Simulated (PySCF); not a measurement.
**Bond length, frequency and bond energy of YC by level of theory**

State: ⁴Π (quartet), unpaired electrons σ ↑↑, π ↑. Set-up: Y def2-TZVPP with ECP28, C def2-TZVPP; scalar-relativistic core potentials (PySCF 2.14). De refers to Y (4d1 5s2) + C in their high-spin ground configurations, without counterpoise correction. The functionals are run spin-unrestricted. A positive dipole means Y(−)C(+).

| Level | Re (Å) | ωe (cm⁻¹) | De (eV) | μ (D) | CPU s a point (SCF and correlation, without the integrals) |
| --- | --- | --- | --- | --- | --- |
| ROHF | 2.028 | 751 | n/a | -5.19 | 1.1 |
| ROHF-MP2 | 2.005 | 741 | n/a | n/a | 1.9 |
| ROHF-SCS-MP2 | 2.013 | 730 | n/a | n/a | n/a |
| ROHF-CCSD | 2.024 | 720 | 2.99 | n/a | n/a |
| ROHF-CCSD(T) | 2.036 | 696 | 3.22 | n/a | 95 |
| PBE | 2.015 | 710 | 4.03 | -4.43 | 1.5 |
| TPSS | 2.022 | 712 | 3.83 | -4.57 | 5.8 |
| r²SCAN | 2.011 | 725 | 3.76 | -4.59 | 2.4 |
| M06-L | 2.015 | 702 | 3.64 | -4.75 | 2.5 |
| B3LYP | 2.016 | 718 | 3.38 | -4.80 | 2.6 |
| PBE0 | 1.999 | 741 | 3.69 | -4.68 | 3.1 |
| M06-2X | 2.007 | 720 | 3.19 | -4.59 | 3.4 |
| CAM-B3LYP | 2.003 | 742 | 3.29 | -5.02 | 4.3 |

(1) Which functional lies closest to ROHF-CCSD(T) in De, which farthest, and by how much do they differ from it?

(2) What does second-order correlation do here, going from ROHF to ROHF-MP2?

(3) What does the triples do here, going from ROHF-CCSD to ROHF-CCSD(T)?

Correlated steps freeze 1 core orbital. The metal atom is held in its measured ground configuration; semilocal functionals can put another filling of s and d lower by some tenths of an eV, and De to that atom would be smaller. These are scalar-relativistic numbers at best; spin–orbit coupling would shift them, the dissociation energy most. The CCSD T1 diagnostic is raised, a sign that a single reference may not be enough here. The state is the lowest single determinant that the PBE0 search found; with open d or f shells the true ground state can be another one.

The whole job (state search and all levels along the bond) took about 21 min on 1 thread of Arm Neoverse V1 (shared host), peak memory 3.3 GiB.

Results:

(1) Closest is M06-2X (-2.9 pm in Re, +3.4 % in ωe, -0.03 eV in De against ROHF-CCSD(T) in the same basis), farthest PBE (-2.1 pm in Re, +2.0 % in ωe, +0.81 eV in De). CCSD(T) converges more slowly with the basis than the functionals do and binds too weakly in this one, so the order can change at the basis-set limit.

(2) ROHF-MP2 less ROHF: -2.3 pm in Re, -1.3 % in ωe. Correlation nearly always deepens the well. The bond shortens, as in weak, metallic or heavy-atom bonds, where dispersion and the correlation of outer-core electrons pull the atoms together.

(3) ROHF-CCSD(T) less ROHF-CCSD: +1.2 pm in Re, -3.3 % in ωe, +0.23 eV in De. Correlation nearly always deepens the well. The bond lengthens, as in strong covalent bonds, where excitations into antibonding orbitals dominate.
